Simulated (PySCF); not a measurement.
Species: 1,6-hexanediol, C6H14O2.
Bonds: O1–C2, C2–C3, C3–C4, C4–C5, C5–C6, C6–C7, C7–O8. Hydrogens: H9 on O1; H10, H11 on C2; H12, H13 on C3; H14, H15 on C4; H16, H17 on C5; H18, H19 on C6; H20, H21 on C7; H22 on O8.

Computed, not measured: PBE0-D3(BJ)/def2-SVP geometry optimisation, gas phase (PySCF).

**Question.** Give the optimised bond lengths and angles.

**Answer.** 
```json
{"bond": "O1–C2, C7–O8", "length (bohr)": "2.648", "order": "single"}
{"bond": "C2–C3, C6–C7", "length (bohr)": "2.871", "order": "single"}
{"bond": "C3–C4, C5–C6", "length (bohr)": "2.873", "order": "single"}
{"bond": "C4–C5", "length (bohr)": "2.875", "order": "single"}
{"bond": "O1–H9, O8–H22", "length (bohr)": "1.819", "order": "single"}
{"bond": "C2–H10 and 3 like bonds", "length (bohr)": "2.091", "order": "single"}
{"bond": "C3–H12 and 3 like bonds", "length (bohr)": "2.088", "order": "single"}
{"bond": "C4–H14 and 3 like bonds", "length (bohr)": "2.088", "order": "single"}
```

Bonds in one row agree within 0.02 bohr and their mean is given. Orders are formal, as drawn. A selection of angles:
```json
{"angle": "O1–C2–C3", "degrees": "113.3"}
{"angle": "C2–C3–C4", "degrees": "113.4"}
{"angle": "C3–C4–C5", "degrees": "113.7"}
{"angle": "H9–O1–C2", "degrees": "107.9"}
{"angle": "H22–O8–C7", "degrees": "107.8"}
```

Torsions: O1–C2–C3–C4 179° (antiperiplanar); C2–C3–C4–C5 179° (antiperiplanar); C3–C4–C5–C6 -179° (antiperiplanar); C4–C5–C6–C7 180° (antiperiplanar); C5–C6–C7–O8 178° (antiperiplanar); H9–O1–C2–C3 61° (synclinal); H22–O8–C7–C6 61° (synclinal). The mirror-image conformer, all signs reversed, is as good.

O1 (alcohol oxygen) is bent (angle 107.9°). Of the pairs four or more bonds apart, H9···H13 is among the closest relative to their van der Waals radii: 2.45 Å, 102 % of the sum of Bondi's values. All 5 C–C bonds measure 1.519 to 1.521 Å. The 8 heavy atoms lie in one plane (0.013 Å rms).

Point group: C2 (every atom within 0.08 Å of its image). No PBE0-D3(BJ)/def2-SVP frequencies stand behind this structure, so it isn't proved a minimum. The numbers are those of one conformer (H–O1–C2–C3 61°, O1–C2–C3–C4 179°, C2–C3–C4–C5 179°, C3–C4–C5–C6 -179°, C4–C5–C6–C7 180°).
